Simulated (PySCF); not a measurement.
H₃BN (cation, charge +1), SMILES B=[NH2+] at its B3LYP/def2-SVP optimised geometry (Å):

```
5

B      0.3496     0.0010     0.0000
N     -0.9668     0.0001    -0.0007
H      1.5335     0.0010     0.0000
H     -1.5324    -0.6557    -0.5566
H     -1.5335     0.6557     0.5544
```

Computed with B3LYP/def2-TZVP (PySCF 2.14.0).

Map of the deformation density (molecule minus spherical neutral atoms) (e/bohr³) on the plane z = 0.6 Å:

```
|-----------------------------|
|-----------------------------|
|-----------------------------|
|-----------------------------|
|-----------------------------|
|-----------------------------|
|-----------------------------|
|-----------------------------|
|-----------------------------|
|-------:::::-----------------|
|------:...::::::::-----------|
|------:. --:::..::-----------|
|------:.-@#-::. .:-----------|
|------::=%#=--. .-=--:-------|
|------::-=+=++-..=+=-:-------|
|-------::--=++=.:-=--:-------|
|-------:::-===-::------------|
|---------------:::-----------|
|---------------::------------|
|-----------------------------|
|-----------------------------|
|-----------------------------|
|-----------------------------|
|-----------------------------|
|-----------------------------|
|-----------------------------|
|-----------------------------|
|-----------------------------|
|-----------------------------|
```
Scale: ten equal steps from -0.034 (start of ' ') to 0.059 (end of '@'), in the order ' .:-=+*#%@'; x runs from -4.00 to 4.00, y from -4.00 (bottom) to 4.00 (top).
